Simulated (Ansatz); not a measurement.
Program: Ansatz 0.2.0.

Basis-set series for `[As]12[As]3[As]1[As]23`. Charge 0, multiplicity 1. Geometry: relaxed with PBE0-D4/def2-TZVP.

| atom | x (Å) | y (Å) | z (Å) |
| --- | --- | --- | --- |
| As1 | -1.261 | 0.783 | 0.027 |
| As2 | -0.299 | -1.406 | -0.373 |
| As3 | 0.632 | 0.032 | 1.343 |
| As4 | 0.928 | 0.590 | -0.998 |

| functional | basis | functions | energy (Eh) | HOMO (eV) | LUMO (eV) |
| --- | --- | --- | --- | --- | --- |
| PBE0-D4 | def2-TZVPP | 192 | -8942.55182 | -7.00 | -1.00 |
| PBE0-D4 | def2-QZVPP | 356 | -8942.74331 | -7.01 | -1.07 |
| ωB97M-V | def2-TZVPP | 192 | -8943.12423 | -8.82 | 0.85 |
| ωB97M-V | def2-QZVPP | 356 | -8943.30977 | -8.85 | 0.69 |

Question: Give the rows for def2-SVP. (Estimate.)

Answer: The calculation gave: 
```csv
functional,basis,functions,energy (Eh),HOMO (eV),LUMO (eV)
PBE0-D4,def2-SVP,128,-8941.44284,-7.03,-0.97
ωB97M-V,def2-SVP,128,-8942.02241,-8.85,0.93
```

Positive LUMOs are unbound and depend on the basis. Scalar relativity is left out up to krypton.
